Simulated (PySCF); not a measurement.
Compound: C6H10O.
Numbering: `[CH3:1][CH2:2][C@H:3]1[CH2:4][CH:5]=[CH:6][O:7]1` (hydrogens: H8, H9, H10 on C1; H11, H12 on C2; H13 on C3; H14, H15 on C4; H16 on C5; H17 on C6)

All values: CAM-B3LYP/def2-SVPD (PySCF, non-relativistic), on one gas-phase PBE0-D3(BJ)/def2-SVP geometry that isn't relaxed in the solvent. The solvent is an IEF-PCM continuum (van der Waals radii × 1.2). Only the electrostatic response of the medium enters.

Gas phase at CAM-B3LYP/def2-SVPD: HOMO -7.42 eV, LUMO 1.39 eV, dipole 1.14 D.

What does the continuum do to the energy, the frontier levels and the dipole at CAM-B3LYP/def2-SVPD in cyclohexane and chloroform?

```tsv
solvent	ε	E(solvent) − E(gas) (kcal/mol)	polarisation term (kcal/mol)	distortion of the solute (kcal/mol)	HOMO (eV)	LUMO (eV)	dipole (D)
cyclohexane	2.017	-1.13	-1.19	0.06	-7.41	1.45	1.32
chloroform	4.711	-2.10	-2.31	0.21	-7.42	1.48	1.51
```

The first energy column is the sum of the next two and covers electrostatics alone. From cyclohexane to chloroform the lowering changes by a factor 1.85, Onsager's factor (ε − 1)/(2ε + 1) by 1.76 and ε itself by 2.3.

Which radius a makes the point-dipole formula ΔE = −[(ε − 1)/(2ε + 1)]·μ²/a³ give the value in chloroform, with the gas-phase dipole?

μ = 0.448 au and |ΔE| = 0.00334 Eh give a = 1.47 Å; the farthest nucleus lies 3.34 Å from the centroid of the nuclei, so such a sphere wouldn't even hold the nuclei. The formula assumes a rigid point dipole at the centre of a sphere.

How does the static polarisability (CAM-B3LYP/def2-SVPD, frozen core, with the continuum's full static response) change?

```csv
medium,isotropic (au),principal values (au),⟨r²⟩ of the electrons (bohr²)
gas,73.0,"60.6, 74.5, 83.8",802.7
cyclohexane,81.6,"68.0, 84.0, 92.8",802.5
chloroform,89.9,"75.9, 92.7, 101.0",802.2
```

The isotropic value in chloroform is 1.23 times the gas-phase one; no cavity-field correction is applied. ⟨r²⟩ is taken about the centre of nuclear charge.

Conformer computed: `[CH3:1][CH2:2][C@H:3]1[CH2:4][CH:5]=[CH:6][O:7]1`: C1–C2–C3–C4 -178°.
